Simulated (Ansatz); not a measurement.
Consider the redistribution: `[Cl][Bi]([Cl])[Cl]` + `C[O][Al]([O]C)[O]C` → `C[O][Bi]([Cl])[Cl]` + `C[O][Al]([Cl])[O]C`.

Isolated molecules relaxed with PBE0-D4/def2-TZVP in Ansatz; ΔE leaves out vibrations. CCSD(T)/CBS adds triple-zeta CCSD(T) − MP2 to the extrapolated MP2 energy (def2 sets, frozen cores). DFT in def2-TZVPP. B3LYP here is the variant with VWN-RPA as its local correlation; programs differ in this. Elements past krypton have def2 core potentials. For Bi outer-core shells are correlated without core-valence functions, which leaves a few kJ/mol of doubt a bond. One conformer a species, not always the lowest.

CCSD(T)/CBS gives +0.18 eV.

Another level gave +0.19 eV. Which?
A. HF/def2-TZVPP
B. PBE-D4/def2-TZVPP
C. B3LYP/def2-TZVPP
D. B3LYP-D4/def2-TZVPP

B. PBE-D4 0.19, B3LYP 0.31, HF/def2-TZVPP 0.35, B3LYP-D4 0.26 eV.

Largest T1 diagnostic among the species: 0.014.

From PBE to PBE0 (25 % exact exchange), in def2-TZVPP and without D4, ΔE moves by +0.04 eV. The D4 term adds −0.05 eV with B3LYP and −0.02 eV with PBE0; it sums over pairs of atoms, weighted by their polarisabilities, and B3LYP, whose exchange is more repulsive, gets the larger term.
